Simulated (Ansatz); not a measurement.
Reaction (formal loss of a carbene): `C[SiH](F)N[SiH3]` → `[CH2]` (triplet) + `F[SiH2]N[SiH3]`

Calculated with Ansatz (gas phase, PBE0-D4/def2-TZVP geometries, no zero-point term in ΔE). CBS: MP2 limit from def2 TZ/QZ plus the TZ coupled-cluster correction, frozen cores. This one scheme is used for every species. Functionals use def2-TZVPP. Triplets are unrestricted, without spin–orbit coupling. One conformer a species, not always the lowest.

CCSD(T)/CBS gives +5.04 eV.

Problem. Another level gave +3.46 eV. Which?
A. B2PLYP/def2-TZVPP
B. ωB97M-V/def2-TZVPP
C. HF/def2-TZVPP
D. CCSD/def2-TZVPP

Solution. C. HF/def2-TZVPP 3.46, CCSD/def2-TZVPP 4.79, B2PLYP 4.92, ωB97M-V 5.09 eV.

Largest T1 diagnostic among the species: 0.011.

From PBE to PBE0 (25 % exact exchange), in def2-TZVPP and without D4, ΔE moves by −0.07 eV. In def2-TZVPP, CCSD(T) changes the Hartree–Fock value by +1.46 eV (the triples alone add +0.12 eV) and MP2 by +1.60 eV.
